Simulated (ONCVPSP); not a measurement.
**Configuration tests for cobalt (Co) (ONCV)**

ONCVPSP 4.0.1 input, shortened (lines: element, Z, core and valence counts, functional; n l f; lmax; l rc ep ncon nbas qcut; lloc lpopt rc5 dvloc0; l nproj debl; icmod fcfact rcfact), PBE, scalar-relativistic:

```
  Co 27.00    3    4        4      upf
    1    0    2.00
    2    0    2.00
    2    1    6.00
    3    0    2.00
    3    1    6.00
    3    2    7.00
    4    0    1.00
    2
    0    1.38    0.00    4    9   10.00
    1    1.44    0.00    5    8   12.70
    2    2.10    0.00    4    9    7.40
    4    5    1.02    0.00
    0    2    3.50
    1    2    3.10
    2    1    0.80
    1    0.70    0.00
```

Energies are relative to the spin-unpolarised reference configuration 3s2 3p6 3d7 4s1; without spin polarisation the order of configurations can differ from experiment.

```
valence configuration  charge  ΔE all-electron (eV)  error AE − PS (meV)
      3s2 3p6 3d7 4s2       0                -9.031                 -0.8
      3s2 3p6 3d6 4s0      +3                52.655                 +126
```

Task: What are ΔE and the potential's error for 3s2 3p6 3d7 4s0?

Result: ΔE = 16.786 eV all-electron; the error (AE − PS) is -18 meV.

Task: What are ΔE and the potential's error for 3s2 3p6 3d7 4s1.5?

Result: ΔE = -5.428 eV all-electron; the error (AE − PS) is -0.4 meV.
